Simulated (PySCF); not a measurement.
**Radial density of Si²⁺ (silicon, charge +2)**

BP86, [Ne] 3p2, high-spin 3P determinant (an excited configuration). Computed with PySCF 2.14 in dyall-av2z, with the non-relativistic Hamiltonian (point nucleus).

| r (bohr) | 4πr²ρ (e/bohr) | 4πr²(ρα − ρβ) |
| --- | --- | --- |
| 0.00236 | 0.1158 | 0.0000 |
| 0.00397 | 0.3123 | 0.0000 |
| 0.00668 | 0.8201 | -0.0001 |
| 0.0112 | 2.041 | -0.0001 |
| 0.0189 | 4.663 | -0.0002 |
| 0.0318 | 9.206 | 0.0003 |
| 0.0535 | 14.33 | 0.0046 |
| 0.0900 | 15.34 | 0.0260 |
| 0.151 | 10.89 | 0.0973 |
| 0.255 | 10.97 | 0.2122 |
| 0.428 | 14.15 | 0.1687 |
| 0.720 | 7.243 | -0.0053 |
| 1.21 | 1.404 | 0.5299 |
| 2.04 | 1.097 | 1.0853 |
| 3.43 | 0.2316 | 0.2315 |
| 5.76 | 0.007347 | 0.0073 |
| 9.70 | 0.0001074 | 0.0001 |

(1) Where is the radial spin density 4πr²(ρα − ρβ) most negative, and why is it negative at all?

Results:

(1) Around r = 0.720 bohr, down to -0.0053 e/bohr: exchange with the open shell polarises the paired shells in an unrestricted calculation.
